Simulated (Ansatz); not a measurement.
## One elementary step

Start structure (GeH$_{4}$, singlet), relaxed at PBE0-D4/def2-TZVP:

```
atom    x (Å)    y (Å)    z (Å)
 Ge1  -0.3731  -0.3366   0.8348
  H2   0.5907  -0.9019  -0.7571
  H3   0.5351  -0.1386  -0.9528
  H4  -1.3711   0.4805  -0.0909
  H5   0.6183   0.8966   0.9659
```

The step: GeH₂ + H₂ → GeH₂ + H₂; bonds formed: Ge1–H2, H3–H4; bonds broken: Ge1–H4, H2–H3. Ansatz 0.2.0; basis: def2-TZVPP and def2-QZVPP; cores frozen in the correlated methods. Filled d shells of the heavier atoms are correlated. The def2 sets are not built for correlating such inner shells, so the correlated values are less sure here. Extrapolation: Hartree–Fock as exp(−7.88 √X), correlation as X^−2.97. Energies below are by CCSD(T) at an estimated basis limit (MP2 extrapolated from triple and quadruple zeta, plus CCSD(T) − MP2 in triple zeta).

(1) What are the electronic barrier and the energy of the step, from the start structure to the end structure? (Judge from chemistry; the value comes from the calculation.)

T1 diagnostic: at most 0.014.

Answers

(1) By the calculation: Barrier 49.5 kJ/mol; step energy 0.0 kJ/mol (both ends alike: a degenerate step); reverse barrier, their difference, 49.5 kJ/mol. Barrier and step energy count from the start structure, the reverse barrier from the end structure.

The saddle point: One imaginary mode of 1350i cm⁻¹.
```json
{"pair": "Ge1–H2", "start (Å)": "1.94", "saddle (Å)": "1.70", "end (Å)": "1.59"}
{"pair": "H3–H4", "start (Å)": "2.18", "saddle (Å)": "1.10", "end (Å)": "0.79"}
{"pair": "Ge1–H4", "start (Å)": "1.59", "saddle (Å)": "1.70", "end (Å)": "1.94"}
{"pair": "H2–H3", "start (Å)": "0.79", "saddle (Å)": "1.10", "end (Å)": "2.18"}
```

Zero-point energy (harmonic, PBE0-D4): ZPE is 71.7 kJ/mol at the start and 67.6 kJ/mol at the saddle, so the barrier goes from 49.5 to 45.4 kJ/mol.

First-order rate constant out of the start structure at 298 K by transition-state theory, with harmonic vibrational free energies alone and no tunnelling: ΔA‡ = 46.1 kJ/mol, so k = (kB T/h) exp(−ΔA‡/kB T) ≈ 10^5 s⁻¹ (an order of magnitude at best: rotation, the number of equivalent paths and anharmonicity are left out).

For scale, one of the runs: CCSD(T)/def2-TZVPP, 104 basis functions, launched by `ansatz run in.yaml --threads 2 --pin off --events-out ev --progress --plain --max-ram 4352MiB`. Hardware: 2 CPU threads of an Arm Neoverse V1, shared host. Wall time about 3.2 s.
